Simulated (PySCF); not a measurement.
Species: 2-methylpyridine-N-oxide, C6H7NO.
SMILES with atom numbers: `[CH3:1][c:2]1[cH:3][cH:4][cH:5][cH:6][n+:7]1[O-:8]` (hydrogens: H9, H10, H11 on C1; H12 on C3; H13 on C4; H14 on C5; H15 on C6)

The same species was optimised twice, with GFN2-xTB and with PBE0-D3(BJ)/def2-SVP (PySCF), and the same property calculations (PySCF, gas phase) were run on both structures.

```tsv
coordinate	GFN2-xTB	PBE0-D3(BJ)/def2-SVP	change
C6–N7 (Å)	1.352	1.367	+0.015
C2–N7 (Å)	1.365	1.380	+0.015
C2–C3 (Å)	1.378	1.388	+0.010
C4–C5 (Å)	1.386	1.394	+0.008
C5–C6 (Å)	1.374	1.381	+0.007
C3–C4 (Å)	1.386	1.392	+0.006
C1–C2 (Å)	1.489	1.483	-0.006
N7–O8 (Å)	1.258	1.254	-0.004
C1–C2–C3 (°)	124.3	125.9	+1.6
C1–C2–N7 (°)	115.6	114.6	-1.0
C3–C2–N7 (°)	120.1	119.5	-0.6
C2–C3–C4 (°)	121.0	121.5	+0.5
C2–N7–O8 (°)	120.2	120.0	-0.2
C4–C5–C6 (°)	119.6	119.9	+0.3
C5–C6–N7 (°)	122.1	121.8	-0.3
C6–N7–O8 (°)	120.6	120.7	+0.1
```

Rotational constants: A = 3583, B = 2315, C = 1419 MHz (GFN2-xTB) against A = 3570, B = 2285, C = 1405 MHz (PBE0-D3(BJ)/def2-SVP). Point groups within 0.08 Å: Cs and Cs. Atoms that the bonding makes alike are paired by their places after alignment.

On the GFN2-xTB structure: HOMO (eV) -6.26 [PBE0/pcSseg-1]; LUMO (eV) -1.02 [PBE0/pcSseg-1]; dipole (D) 3.56 [PBE0/pcSseg-1]; GIAO shielding of C1 (ppm) 165.2 [PBE0/pcSseg-1]; GIAO shielding of C2 (ppm) 32.0 [PBE0/pcSseg-1]; GIAO shielding of C3 (ppm) 55.1 [PBE0/pcSseg-1]; GIAO shielding of C4 (ppm) 62.5 [PBE0/pcSseg-1]; GIAO shielding of C5 (ppm) 57.0 [PBE0/pcSseg-1]; GIAO shielding of C6 (ppm) 42.9 [PBE0/pcSseg-1]; GIAO shielding of N7 (ppm) -66.8 [PBE0/pcSseg-1]; GIAO shielding of O8 (ppm) -132.4 [PBE0/pcSseg-1].

Q: What do these properties become on the PBE0-D3(BJ)/def2-SVP structure?

A: 
```csv
property,level,on GFN2-xTB,on PBE0-D3(BJ)/def2-SVP,change
HOMO (eV),PBE0/pcSseg-1,-6.26,-6.26,0.00
LUMO (eV),PBE0/pcSseg-1,-1.02,-1.06,-0.04
dipole (D),PBE0/pcSseg-1,3.56,3.44,-0.12
"energy, GFN2-xTB geometry as zero (kcal/mol)",PBE0/pcSseg-1,0.0,-0.3,-0.3
GIAO shielding of C1 (ppm),PBE0/pcSseg-1,165.2,163.9,-1.3
GIAO shielding of C2 (ppm),PBE0/pcSseg-1,32.0,28.5,-3.5
GIAO shielding of C3 (ppm),PBE0/pcSseg-1,55.1,53.7,-1.4
GIAO shielding of C4 (ppm),PBE0/pcSseg-1,62.5,62.0,-0.5
GIAO shielding of C5 (ppm),PBE0/pcSseg-1,57.0,55.6,-1.4
GIAO shielding of C6 (ppm),PBE0/pcSseg-1,42.9,39.6,-3.3
GIAO shielding of N7 (ppm),PBE0/pcSseg-1,-66.8,-74.3,-7.5
GIAO shielding of O8 (ppm),PBE0/pcSseg-1,-132.4,-143.6,-11.2
```

The heavy atoms differ by 0.013 Å rms after alignment. Among bonds between heavy atoms C2–N7 and C6–N7 change most and about equally (+0.015 Å). Changes are differences of the printed values. Neither structure is proved a minimum here.
